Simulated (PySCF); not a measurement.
## Basis and Hamiltonian dependence of the ionisation energy of Xe

Xe [Xe] (1S) → Xe⁺ [Kr] 4d10 5s2 5p5 (2P). All values are computed (PySCF 2.14, energy differences of UHF-based or UKS calculations, no spin-orbit coupling). Values in eV.

```json
{"basis": "cc-pVDZ-PP with ECP28MDF", "Hamiltonian": "ECP", "functions": "23", "UHF": "11.590", "PBE": "n/a", "PBE0": "n/a", "MP2 (valence)": "12.161", "CCSD(T) (valence)": "12.068", "CCSD(T) (valence and next inner shell)": "n/a"}
{"basis": "x2c-SVPall", "Hamiltonian": "spin-free X2C", "functions": "36", "UHF": "11.591", "PBE": "n/a", "PBE0": "12.478", "MP2 (valence)": "12.212", "CCSD(T) (valence)": "12.147", "CCSD(T) (valence and next inner shell)": "n/a"}
{"basis": "aug-cc-pwCVDZ-PP with ECP28MDF", "Hamiltonian": "ECP", "functions": "48", "UHF": "11.578", "PBE": "12.408", "PBE0": "12.479", "MP2 (valence)": "12.258", "CCSD(T) (valence)": "12.186", "CCSD(T) (valence and next inner shell)": "12.210"}
{"basis": "def2-TZVP with the def2 core potential (28 electrons)", "Hamiltonian": "ECP", "functions": "50", "UHF": "11.466", "PBE": "n/a", "PBE0": "n/a", "MP2 (valence)": "12.259", "CCSD(T) (valence)": "12.199", "CCSD(T) (valence and next inner shell)": "n/a"}
{"basis": "aug-cc-pVTZ-PP with ECP28MDF", "Hamiltonian": "ECP", "functions": "55", "UHF": "11.465", "PBE": "12.328", "PBE0": "12.394", "MP2 (valence)": "12.307", "CCSD(T) (valence)": "12.248", "CCSD(T) (valence and next inner shell)": "n/a"}
{"basis": "aug-cc-pVTZ-PP with one added diffuse shell each of d, f type with ECP28MDF", "Hamiltonian": "ECP", "functions": "67", "UHF": "11.465", "PBE": "12.328", "PBE0": "12.393", "MP2 (valence)": "12.308", "CCSD(T) (valence)": "12.248", "CCSD(T) (valence and next inner shell)": "n/a"}
{"basis": "x2c-TZVPPall with one added diffuse shell each of s, p, d, f type", "Hamiltonian": "spin-free X2C", "functions": "76", "UHF": "11.509", "PBE": "12.366", "PBE0": "12.430", "MP2 (valence)": "12.291", "CCSD(T) (valence)": "12.248", "CCSD(T) (valence and next inner shell)": "12.301"}
{"basis": "aug-cc-pVQZ-PP with ECP28MDF", "Hamiltonian": "ECP", "functions": "92", "UHF": "11.449", "PBE": "12.324", "PBE0": "12.386", "MP2 (valence)": "12.410", "CCSD(T) (valence)": "12.387", "CCSD(T) (valence and next inner shell)": "n/a"}
{"basis": "aug-cc-pwCVTZ-PP with ECP28MDF", "Hamiltonian": "ECP", "functions": "96", "UHF": "11.444", "PBE": "12.319", "PBE0": "12.380", "MP2 (valence)": "12.299", "CCSD(T) (valence)": "12.238", "CCSD(T) (valence and next inner shell)": "n/a"}
{"basis": "aug-cc-pVQZ-DK3", "Hamiltonian": "spin-free X2C", "functions": "102", "UHF": "11.455", "PBE": "12.334", "PBE0": "12.396", "MP2 (valence)": "12.408", "CCSD(T) (valence)": "12.388", "CCSD(T) (valence and next inner shell)": "n/a"}
{"basis": "aug-cc-pVQZ-PP with one added diffuse shell each of s, p, d, f, g type with ECP28MDF", "Hamiltonian": "ECP", "functions": "117", "UHF": "11.449", "PBE": "12.324", "PBE0": "12.386", "MP2 (valence)": "12.411", "CCSD(T) (valence)": "n/a", "CCSD(T) (valence and next inner shell)": "n/a"}
{"basis": "aug-cc-pwCVTZ-DK3 with one added diffuse shell each of s, p, d, f type", "Hamiltonian": "spin-free X2C", "functions": "125", "UHF": "11.448", "PBE": "12.328", "PBE0": "12.389", "MP2 (valence)": "12.299", "CCSD(T) (valence)": "n/a", "CCSD(T) (valence and next inner shell)": "n/a"}
{"basis": "x2c-QZVPPall with one added diffuse shell each of s, p, d, f type", "Hamiltonian": "spin-free X2C", "functions": "128", "UHF": "11.448", "PBE": "12.330", "PBE0": "12.390", "MP2 (valence)": "12.386", "CCSD(T) (valence)": "n/a", "CCSD(T) (valence and next inner shell)": "n/a"}
```

**Question.** Estimate the row for def2-QZVPPD with the def2 core potential (28 electrons) (ECP, 91 functions).

**Answer.** From the rows with the same Hamiltonian and similar size; the calculation gives UHF 11.44; PBE 12.32; PBE0 12.38; MP2 (valence) 12.38; CCSD(T) (valence) 12.36 (eV).

Extrapolation of CCSD(T) (valence) from aug-cc-pVTZ-PP with ECP28MDF and aug-cc-pVQZ-PP with ECP28MDF: the correlation parts are 0.783 and 0.939 eV; with the X⁻³ form and unrounded values, (4³ × 0.939 − 3³ × 0.783)/(4³ − 3³) = 1.053 eV, and adding the Hartree-Fock value 11.449 eV of the larger basis gives 12.501 eV.

Frozen in the all-electron rows: valence: [Kr] 4d10; valence and next inner shell: [Ar] 3d10; with a core potential, the same shells as far as they lie outside it.

Reference for a calculation without spin-orbit coupling: 12.565 eV (measured, between term centres; NIST).
